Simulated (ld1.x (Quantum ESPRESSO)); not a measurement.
**u(r) = r·R(r): atom against pseudo-atom (Ru (Z = 44))**

Columns: radius, all-electron u(r) and pseudo u(r) of the 5p shell (level -0.91 eV) of ruthenium in the configuration [Kr] 4d7 5s1 5p0; PBE, scalar-relativistic, PAW scheme, ld1.x (Quantum ESPRESSO) 7.5.

| r (bohr) | all-electron | pseudo |
| --- | --- | --- |
| 0.205 | -0.0594 | -0.0047 |
| 0.410 | -0.0492 | -0.0184 |
| 0.615 | 0.0951 | -0.0404 |
| 0.820 | 0.1608 | -0.0694 |
| 1.025 | 0.1405 | -0.1038 |
| 1.230 | 0.0732 | -0.1419 |
| 1.435 | -0.0103 | -0.1818 |
| 1.640 | -0.0933 | -0.2218 |
| 1.845 | -0.1683 | -0.2604 |
| 2.050 | -0.2329 | -0.2963 |
| 2.255 | -0.2871 | -0.3288 |
| 2.460 | -0.3314 | -0.3573 |
| 2.665 | -0.3668 | -0.3817 |
| 2.870 | -0.3946 | -0.4021 |
| 3.075 | -0.4156 | -0.4186 |
| 3.280 | -0.4308 | -0.4316 |
| 3.485 | -0.4410 | -0.4411 |
| 3.690 | -0.4470 | -0.4470 |
| 3.895 | -0.4494 | -0.4494 |
| 4.100 | -0.4489 | -0.4489 |
| 4.305 | -0.4459 | -0.4459 |
| 4.510 | -0.4409 | -0.4409 |
| 4.715 | -0.4343 | -0.4343 |
| 4.920 | -0.4262 | -0.4262 |
| 5.125 | -0.4171 | -0.4171 |
| 5.330 | -0.4071 | -0.4071 |

Question: How many radial nodes do the two functions have?

Answer: The all-electron 5p function has n − l − 1 = 3 (the table is too coarse to show those close to the nucleus); the pseudo-wave has 0, since the states of the same l below it are removed with the core.

Question: At about which radius was the pseudo-wave matched?

Answer: 3.60 bohr, where the columns begin to agree (steps of 0.20 bohr).

Question: Is the pseudo-wave norm-conserving?

Answer: No, it belongs to a PAW set: the norm inside the radius is not constrained, and the difference is carried by the augmentation charge.
